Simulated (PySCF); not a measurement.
Structure with atom numbers: `[CH2:1]=[CH:2][Si@:3]([OH:4])([CH:5]=[O:6])[SiH2:7][PH2:8]`. Each H is labelled by its parent atom. Ha(C1) is cis to Si3; Ha(Si7) is pro-R; Hb(Si7) is pro-S; Hb(C1) is trans to Si3.

[PySCF: structure optimised with GFN2-xTB; σ from GIAO-PBE0/pcSseg-1; non-relativistic; single conformer; in vacuum; fast rotation and ring inversion assumed for equivalent nuclei]

Task: Predict the 2D correlation tables (HSQC, COSY, HMBC).

Result: 

HSQC (one-bond C–H):
| δH | δC |
| --- | --- |
| 12.25 (H(C5)) | 250.3 (C5) |
| 6.70 (Hb(C1)) | 146.0 (C1) |
| 6.42 (Ha(C1)) | 146.0 (C1) |
| 6.30 (H(C2)) | 138.8 (C2) |

COSY cross peaks (H two or three bonds apart, from the bond graph; peaks can be absent where the dihedral angle is near 90°):
| δH | δH |
| --- | --- |
| 6.70 (Hb(C1)) | 6.42 (Ha(C1)) |
| 6.70 (Hb(C1)) | 6.30 (H(C2)) |
| 6.42 (Ha(C1)) | 6.30 (H(C2)) |
| 3.88 (Hb(Si7)) | 3.83 (Ha(Si7)) |
| 3.88 (Hb(Si7)) | 1.13 (H(P8)) |
| 3.83 (Ha(Si7)) | 1.13 (H(P8)) |

HMBC (two and three bonds, from the bond graph):
| δH | δC |
| --- | --- |
| 12.25 (H(C5)) | 138.8 (C2) |
| 6.70 (Hb(C1)) | 138.8 (C2) |
| 6.42 (Ha(C1)) | 138.8 (C2) |
| 6.30 (H(C2)) | 250.3 (C5), 146.0 (C1) |
| 3.88 (Hb(Si7)) | 250.3 (C5), 138.8 (C2) |
| 3.83 (Ha(Si7)) | 250.3 (C5), 138.8 (C2) |

Chemical shifts δ = σref − σ; ¹H (31.72 ppm) and ¹³C (186.93 ppm) against TMS, all at this level.

Exchangeable OH/NH protons stand at their gas-phase positions; hydrogen bonding in a real sample shifts them, mostly to higher δ. Shifts are as computed. Against solution values, carbons near 30 ppm lie about +3 ppm off and those near 130 ppm about +5 ppm. Of 1309 compounds with measured shifts, 239 miss one by over three times the rms of a fit or turn the order of signals round; such compounds aren't used in these exercises.
